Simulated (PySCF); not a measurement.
SiSe₂⁻: bending curve

Method: UB3LYP in PySCF with Si def2-SVPD, Se def2-SVPD; no relativity; density-fitted integrals.

Rigid scan from the doublet minimum (Si–Se 2.184 Å (×2); Se–Si–Se 132.8°). Coordinate: the Se–Si–Se angle, bonds fixed. Energies in kJ/mol from the minimum.

(1) Predict the curve at 80, 90, 100, 110, 120, 130, 140, 150, 160, 170, 180.

Answers

(1) 
```json
{"bond angle (°)": "80", "E (kJ/mol)": "84.1", "dipole size (D, about the centre of mass)": "0.53", "⟨S²⟩": "0.75"}
{"bond angle (°)": "90", "E (kJ/mol)": "145.9", "dipole size (D, about the centre of mass)": "0.03", "⟨S²⟩": "0.76"}
{"bond angle (°)": "100", "E (kJ/mol)": "74.2", "dipole size (D, about the centre of mass)": "0.11", "⟨S²⟩": "0.76"}
{"bond angle (°)": "110", "E (kJ/mol)": "32.5", "dipole size (D, about the centre of mass)": "0.12", "⟨S²⟩": "0.76"}
{"bond angle (°)": "120", "E (kJ/mol)": "9.5", "dipole size (D, about the centre of mass)": "0.10", "⟨S²⟩": "0.76"}
{"bond angle (°)": "130", "E (kJ/mol)": "0.4", "dipole size (D, about the centre of mass)": "0.08", "⟨S²⟩": "0.76"}
{"bond angle (°)": "140", "E (kJ/mol)": "2.7", "dipole size (D, about the centre of mass)": "0.05", "⟨S²⟩": "0.76"}
{"bond angle (°)": "150", "E (kJ/mol)": "14.5", "dipole size (D, about the centre of mass)": "0.03", "⟨S²⟩": "0.76"}
{"bond angle (°)": "160", "E (kJ/mol)": "34.3", "dipole size (D, about the centre of mass)": "0.00", "⟨S²⟩": "0.76"}
{"bond angle (°)": "170", "E (kJ/mol)": "59.7", "dipole size (D, about the centre of mass)": "0.03", "⟨S²⟩": "0.76"}
{"bond angle (°)": "180", "E (kJ/mol)": "76.3", "dipole size (D, about the centre of mass)": "0.00", "⟨S²⟩": "0.76"}
```

With the bonds held, the linear shape lies 76.3 kJ/mol from the minimum.

Other isomers or separated fragments may lie lower.

The scan took of the order of 2.2 core-minutes on a shared host.
